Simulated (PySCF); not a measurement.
C₃H₃ (SMILES [CH]=C=C), doublet, geometry from GFN2-xTB; PySCF with BLYP/cc-pVDZ.

PySCF was given this input:
```python
from pyscf import gto, scf, dft

mol = gto.Mole()
mol.atom = '''
    C     0.00140388   -0.01899720    0.10918779
    C     0.01684836   -0.22799011    1.31038999
    C    -0.01571971    0.21271738   -1.22260886
    H     0.03012627   -0.40766541    2.34308704
    H     0.89984787    0.24626573   -1.78481618
    H    -0.94516933    0.36701923   -1.74008438
'''
mol.basis = 'cc-pvdz'
mol.spin = 1
mol.verbose = 4
mol.build()

mf = dft.UKS(mol)
mf.xc = 'blyp'
mf.kernel()
mf.analyze()
```

It wrote (shortened):

```
PySCF version 2.14.0

[INPUT] verbose = 4
[INPUT] num. atoms = 6
[INPUT] num. electrons = 21
[INPUT] charge = 0
[INPUT] spin (= nelec alpha-beta = 2S) = 1
[INPUT] symmetry False subgroup None
[INPUT] Mole.unit = angstrom
[INPUT] Symbol           X                Y                Z      unit          X                Y                Z       unit  Magmom
[...]
nuclear repulsion = 53.8286017981209
number of shells = 24
number of NR pGTOs = 99
number of NR cGTOs = 57
basis = cc-pvdz
ecp = {}

******** <class 'pyscf.dft.uks.UKS'> ********
method = UKS
initial guess = minao
damping factor = 0
level_shift factor = 0
DIIS = <class 'pyscf.scf.diis.CDIIS'>
diis_start_cycle = 1
diis_space = 8
diis_damp = 0
SCF conv_tol = 1e-09
SCF conv_tol_grad = None
SCF max_cycles = 50
direct_scf = True
direct_scf_tol = 1e-13
number electrons alpha = 11  beta = 10
XC library pyscf.dft.libxc version 7.1.2
    S. Lehtola, C. Steigemann, M. J. T. Oliveira, and M. A. L. Marques,  SoftwareX 7, 1–5 (2018)
XC functionals = blyp
    A. D. Becke,  Phys. Rev. A 38, 3098 (1988)
    C. Lee, W. Yang, and R. G. Parr,  Phys. Rev. B 37, 785 (1988)
    B. Miehlich, A. Savin, H. Stoll, and H. Preuss,  Chem. Phys. Lett. 157, 200 (1989)
radial grids:
    Treutler-Ahlrichs [JCP 102, 346 (1995); DOI:10.1063/1.469408] (M4) radial grids

becke partition: Becke, JCP 88, 2547 (1988); DOI:10.1063/1.454033
pruning grids: <function nwchem_prune>
grids dens level: 3
symmetrized grids: False
atomic radii adjust function: <function treutler_atomic_radii_adjust>
small_rho_cutoff = 0
Set gradient conv threshold to 3.16228e-05
tot grids = 71784
init E= -116.204458762503

cycle= 1 E= -115.913452671134  delta_E= 0.291  |g|= 0.246  |ddm|= 2.21
cycle= 2 E= -115.896934317889  delta_E= 0.0165  |g|= 0.301  |ddm|= 0.629
cycle= 3 E= -115.950342232865  delta_E= -0.0534  |g|= 0.0672  |ddm|= 0.356
cycle= 4 E= -115.95225157883  delta_E= -0.00191  |g|= 0.0268  |ddm|= 0.0743
cycle= 5 E= -115.95237444841  delta_E= -0.000123  |g|= 0.0226  |ddm|= 0.0406
cycle= 6 E= -115.952700215772  delta_E= -0.000326  |g|= 0.00251  |ddm|= 0.021
cycle= 7 E= -115.952707548596  delta_E= -7.33e-06  |g|= 0.00082  |ddm|= 0.00532
cycle= 8 E= -115.952708628492  delta_E= -1.08e-06  |g|= 0.000255  |ddm|= 0.0023
cycle= 9 E= -115.952708714479  delta_E= -8.6e-08  |g|= 5.21e-05  |ddm|= 0.000632
cycle= 10 E= -115.95270871961  delta_E= -5.13e-09  |g|= 1.06e-05  |ddm|= 0.000175
cycle= 11 E= -115.952708719727  delta_E= -1.17e-10  |g|= 3.12e-06  |ddm|= 2.34e-05
[...]
converged SCF energy = -115.952708719711  <S^2> = 0.76009783  2S+1 = 2.0100725
Total Energy =                        -115.952708719711069
[...]
spin_pop of  0 C 3dz^2     0.00013
spin_pop of  0 C 3dxz      0.00001
spin_pop of  0 C 3dx2-y2    0.00003
spin_pop of  1 C 1s       -0.00001
spin_pop of  1 C 2s        0.01881
spin_pop of  1 C 3s       -0.00002
spin_pop of  1 C 2px       0.03631
spin_pop of  1 C 2py       0.42603
spin_pop of  1 C 2pz       0.02009
spin_pop of  1 C 3px      -0.00000
spin_pop of  1 C 3py       0.00175
spin_pop of  1 C 3pz      -0.00007
spin_pop of  1 C 3dxy     -0.00000
spin_pop of  1 C 3dyz     -0.00005
spin_pop of  1 C 3dz^2    -0.00023
spin_pop of  1 C 3dxz     -0.00002
spin_pop of  1 C 3dx2-y2    0.00002
spin_pop of  2 C 1s       -0.00001
spin_pop of  2 C 2s        0.02578
spin_pop of  2 C 3s       -0.00019
spin_pop of  2 C 2px       0.01663
spin_pop of  2 C 2py       0.61203
spin_pop of  2 C 2pz       0.03023
spin_pop of  2 C 3px      -0.00022
spin_pop of  2 C 3py       0.00417
spin_pop of  2 C 3pz       0.00017
spin_pop of  2 C 3dxy     -0.00001
spin_pop of  2 C 3dyz     -0.00007
spin_pop of  2 C 3dz^2    -0.00010
spin_pop of  2 C 3dxz      0.00002
spin_pop of  2 C 3dx2-y2   -0.00054
spin_pop of  3 H 1s       -0.01551
spin_pop of  3 H 2s        0.00015
spin_pop of  3 H 2px       0.00001
spin_pop of  3 H 2py       0.00034
spin_pop of  3 H 2pz      -0.00006
spin_pop of  4 H 1s       -0.01940
spin_pop of  4 H 2s        0.00015
spin_pop of  4 H 2px      -0.00006
spin_pop of  4 H 2py       0.00036
spin_pop of  4 H 2pz       0.00000
spin_pop of  5 H 1s       -0.01940
spin_pop of  5 H 2s        0.00015
spin_pop of  5 H 2px      -0.00006
spin_pop of  5 H 2py       0.00036
spin_pop of  5 H 2pz       0.00001
 ** Mulliken Spin Density (per atom)  **
spin density of  0 C =     -0.13754
spin density of  1 C =      0.50262
spin density of  2 C =      0.68790
spin density of  3 H =     -0.01508
spin density of  4 H =     -0.01895
spin density of  5 H =     -0.01895
 ** Mulliken pop alpha/beta on meta-lowdin orthogonal AOs **
 ** Mulliken pop       alpha | beta **
In total            11.00000 | 10.00000
 ** Mulliken atomic charges   ( Nelec_alpha | Nelec_beta ) **
charge of  0C =      0.00261  (     2.92993      3.06746 )
charge of  1C =     -0.18195  (     3.34229      2.83967 )
charge of  2C =     -0.23526  (     3.46158      2.77368 )
charge of  3H =      0.15996  (     0.41248      0.42756 )
charge of  4H =      0.12732  (     0.42687      0.44582 )
charge of  5H =      0.12732  (     0.42687      0.44582 )
Dipole moment(X, Y, Z, Debye): -0.00028,  0.00380, -0.02179
```
